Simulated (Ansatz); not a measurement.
The cluster Cu5H4, relaxed as a doublet with UKS B3LYP-D4/def2-SVP in Ansatz, starting from the GFN2-xTB geometry. Force threshold 0.02 eV/Å.

The relaxation made no stability test and no search for a lower SCF solution. No other spin state of charge 0 was run. The structure comes from a short search, and lower isomers may exist.

Start:

```tsv
atom	x (Å)	y (Å)	z (Å)
Cu1	-0.4845	1.7705	1.5983
Cu2	2.1064	-1.7113	-1.6602
Cu3	-0.5031	-0.9183	-0.7653
Cu4	1.2559	0.3056	0.2158
Cu5	-2.3040	0.4997	0.5797
H6	3.1588	-2.5719	-2.5122
H7	-2.2085	-0.7215	-0.4847
H8	-2.1366	1.7464	1.6512
H9	1.1157	1.6008	1.3774
```

Q: Estimate the energy that the relaxation releases and the steps that it takes.

A: 31.6 kcal/mol, in 24 steps; 4.2 min on 4 threads of Arm Neoverse V2 on a shared host. The force fell under the threshold at step 10, but the optimiser went on and released 0.600 eV more. No frequencies were taken in this run, so the end may be a saddle point.

Q: Does the start keep its bonding?

A: Bonds formed: Cu3–H6, Cu4–Cu5 (atoms count from 1). The end is the same structure that another start reached.

Q: Predict the relaxed structure.

A: 
```xyz
9

Cu   -0.3420    1.6820    1.5418
Cu    2.1800   -1.2406   -1.0295
Cu   -0.1864   -1.2341   -1.1790
Cu    1.3674    0.3900    0.4948
Cu   -1.6521    0.2496    0.1513
H     1.0419   -2.0093   -1.9397
H    -1.7490   -0.9471   -0.8984
H    -1.9113    1.4763    1.2256
H     1.2515    1.6332    1.6332
```
Bond lengths (bridged metal pairs left out): 3 × Cu–Cu 2.38 to 3.04 Å; 8 × Cu–H 1.59 to 1.69 Å.
